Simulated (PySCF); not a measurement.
**Copper: a sound run and one with changed settings**

Sound run: Cu [Ar] 3d10 4s1, Cu⁺ [Ar] 3d10. Calculation: PySCF 2.14, in jorge-DZP-DKH (8s6p2d1f, 43 functions); the spin-free X2C one-electron Hamiltonian (Gaussian nucleus). The sound run starts from symmetry-adapted Hartree-Fock orbitals and uses a fine grid where one is needed.

Changed run: radial step 0.8 in ln r (0.13 in the sound run). This setting is unsound on purpose.

```json
{"species": "Cu", "method": "UHF", "sound run (hartree)": "-1653.03659", "changed run (hartree)": "-1653.03659", "converged": "yes"}
{"species": "Cu", "method": "M06-L", "sound run (hartree)": "-1654.55395", "changed run (hartree)": "-1654.52005", "converged": "yes"}
{"species": "Cu", "method": "r2SCAN", "sound run (hartree)": "-1654.60600", "changed run (hartree)": "-1654.60613", "converged": "yes"}
{"species": "Cu⁺", "method": "UHF", "sound run (hartree)": "-1652.79970", "changed run (hartree)": "-1652.79970", "converged": "yes"}
{"species": "Cu⁺", "method": "M06-L", "sound run (hartree)": "-1654.28784", "changed run (hartree)": "-1654.21475", "converged": "yes"}
{"species": "Cu⁺", "method": "r2SCAN", "sound run (hartree)": "-1654.32437", "changed run (hartree)": "-1654.30164", "converged": "yes"}
```

Ionisation energy of Cu:

```csv
method,sound run (eV),changed run (eV)
UHF,6.446,6.446
M06-L,7.241,8.308
r2SCAN,7.663,8.286
```

A coarse radial grid mis-integrates the density and the exchange-correlation energy, with errors of either sign; Hartree-Fock needs no grid.

For comparison, NIST gives 7.726 eV between the lowest levels.
